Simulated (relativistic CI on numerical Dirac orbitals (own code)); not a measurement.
# What each ingredient does to the levels of Au⁶²⁺

Base calculation: Dirac-Coulomb-Breit CI, KLI orbitals optimised for each configuration, QED by a radiative potential, unscaled Slater integrals.

CI space (outside the closed core [Ne]): 3s2 3p5, 3s2 3p4 3d, 3s 3p6, 3s 3p5 3d, 3s 3p4 3d2, 3p6 3d, 3s2 3p3 3d 4p, 3s2 3p4 4s, 3s 3p4 3d 4s, 3p6 4s, 3p6 4p, 3s2 3p4 4p, 3s2 3p3 3d2, 3s2 3p2 3d3, 3s 3p3 3d3, 3s2 3p2 3d2 4s, 3s2 3p2 3d2 4p. Double excitations out of closed p, d and f shells are left out; levels of such configurations are missing from the list, as are those of other unlisted configurations, and high levels can miss mixing partners.

Variants: (1) QED terms removed. Shifts of the energy above 3s2 3p5 2P°_3/2, in eV, for the lowest level and the first level of each name with at least 55 % of one term (blank where a level changes its place among those of its configuration and J or its character, or is not in the variant):

```csv
Level,Base,Δ(1)
3s2 3p5 2P°_3/2,0.000,0.000
3s2 3p4 3d 2D_3/2,288.764,+1.199
3s2 3p4 3d 4F_9/2,368.049,+0.923
3s2 3p4 3d 2P_1/2,376.338,+0.963
3s2 3p5 2P°_1/2,477.600,-0.380
3s 3p6 2S_1/2,691.571,+4.079
3s2 3p4 3d 4D_1/2,721.912,+0.947
3s2 3p4 3d 2G_7/2,743.140,+0.797
3s2 3p4 3d 2G_9/2,849.476,+0.532
3s 3p5 3d 4P°_1/2,928.105,+5.917
```

At this charge energies of transitions that change n are usually good to better than 1 %, and those within a shell (Δn = 0) to a few per cent.

Ionisation energy from the two ground configurations alone: base 6853.53 eV. The NIST ASD value (theoretical) is 6854 eV.

LS names give the leading component of a level, which can be under half, so a name can repeat, a term be missing and a line seem to break the LS rules.
